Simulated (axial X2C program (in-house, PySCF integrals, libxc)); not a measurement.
**Nuclear properties of ReTe⁻**

Computed with an axial X2C code built on PySCF integrals: two-component X2C with atomic mean-field Coulomb and Gaunt terms, Gaussian nuclei, basis Re dyall-acv3z, Te dyall-acv3z with contracted cores.

R = 2.509 Å (near the PBE0 minimum at charge -1 of the determinant lowest at the starting distance; the state shown can have its own minimum elsewhere).

Input and command:
```json
{"zs": [75, 52], "q": -1, "bas": ["dyall-acv3z", "dyall-acv3z"], "r0": 2.47, "levels": ["PBE0", "HF", "TPSSh", "B3LYP", "BP86"], "nst": 2}
```
```bash
python soeom.py task.json out
```

Keys: zs atomic numbers; q charge; bas basis sets; r0 starting distance in Å; levels methods; nst determinants followed.

Determinant lowest in the PBE0 search, Ω = 2 (⟨Sz⟩ = 1.95, ⟨Lz⟩ = 0.05 at PBE0), spin on the atoms Re 1.91, Te 0.03:

| level | Eeff magnitude (GV/cm) | Ws magnitude Re (kHz) | A∥/gI Re (MHz) | qzz Re (a.u.) | A∥/gI Te (MHz) | qzz Te (a.u.) |
| --- | --- | --- | --- | --- | --- | --- |
| PBE0 | 22.2 | 8.61 | -179 | -1.13 | -91.2 | 3.07 |
| HF | 62.6 | 27.6 | 44.6 | -2.96 | -118 | 3.05 |
| TPSSh | 9.16 | 2.45 | -99.7 | -0.93 | -86.8 | 3.02 |
| B3LYP | 18.7 | 7.15 | -199 | -0.94 | -86.4 | 2.92 |
| BP86 | 10.4 | 3.13 | -21.5 | -0.62 | -101 | 2.72 |

Eeff is the effective electric field on the electron electric dipole moment in this Ω state and Ws the scalar–pseudoscalar constant of the nucleus named (defined with the proton number Z and per Ω); A∥ (defined per Ω) follows by multiplying with gI = μI/(I μN); qzz is the electric field gradient, eQq0 = 234.96 MHz × Q/barn × qzz. The operators were transformed with the bare-nucleus X2C matrices; with these basis sets, hyperfine constants and field gradients can be off by tens of per cent, and where levels differ in sign neither size nor sign is settled.

(1) With gI(125Te) = -1.7770 (g factors from the IAEA table of nuclear moments by Stone), turn the PBE0 values of the first state into constants in MHz.

Each state is one determinant with collinear spin, which with several unpaired electrons need not be a pure state. Unrestricted Hartree–Fock can overshoot spin polarisation at the nuclei. For an anion, determinants above electron detachment, or with a positive highest level, are held by the basis set. This is the top spin component of a Σ state; components of lower Ω are not single determinants and can lie lower. With several open shells hyperfine constants can be off by a factor of several. Where Eeff spreads by more than a factor of two the levels disagree and none is to be relied on. Open-shell Ω = 0 determinants with evenly filled partner blocks cannot be reached by this program, so the Ω shown need not be the lowest component. At HF a later determinant lies lower. States lie within half an eV, so the first need not be the ground state. Further determinants of the search, some of them spin-mixed, are not shown. Where a field gradient or hyperfine factor spreads by more than a factor of two over the levels, a constant derived from it is not to be relied on.

Answers

(1) A∥(125Te) = -91.2 × -1.7770 = 162 MHz.
